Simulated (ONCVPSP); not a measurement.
Building the ONCV potential for S (PBEsol, scalar-relativistic).

ONCVPSP 4.0.1 input, shortened (lines: element, Z, core and valence counts, functional; n l f; lmax; l rc ep ncon nbas qcut; lloc lpopt rc5 dvloc0; l nproj debl; icmod fcfact rcfact), PBEsol, scalar-relativistic:

```
  S 16.00    3    2  -116133      upf
    1    0    2.00
    2    0    2.00
    2    1    6.00
    3    0    1.50
    3    1    4.50
    1
    0    1.05    0.00    3    6    5.20
    1    1.20    0.00    4    8    8.20
    4    5    1.00    3.00
    0    3    2.20
    1    1    1.70
    0    0.00    0.00
```

All-electron outer shells of the reference configuration (PBEsol, scalar-relativistic, ld1.x):

```
shell  level (eV)  outermost node (bohr)  outermost maximum (bohr)
   2s     -211.97                   0.13                      0.39
   2p     -157.04                      –                      0.33
   3s      -17.54                   0.60                      1.40
   3p       -7.26                   0.58                      1.59
```

(1) Estimate the cutoffs (Ha) at which the residual kinetic energy of the hardest occupied pseudo-wave falls to 1 and 0.1 mHa per electron.

(2) Does the potential have ghost states?

(3) Which valence shell sets the plane-wave cutoff?

(4) Tests: 3s2 3p4; 3s2 3p3; 3s2 3p2; 3s2 3p3.5. Which has the largest error in its energy relative to the reference configuration, and how large is it?

Answers

(1) 75 Ha and 105 Ha.

(2) Ghosts flagged at negative energy: s at -214.7 eV; GHOST(+) flagged for s at 92.0 eV. A true bound ghost makes a file unfit for plane-wave use.

(3) 3s: 75 Ha for 1 mHa per electron, against 25 Ha for 3p.

(4) 3s2 3p2, with +19 meV (all-electron minus pseudo) on +28.85 eV.
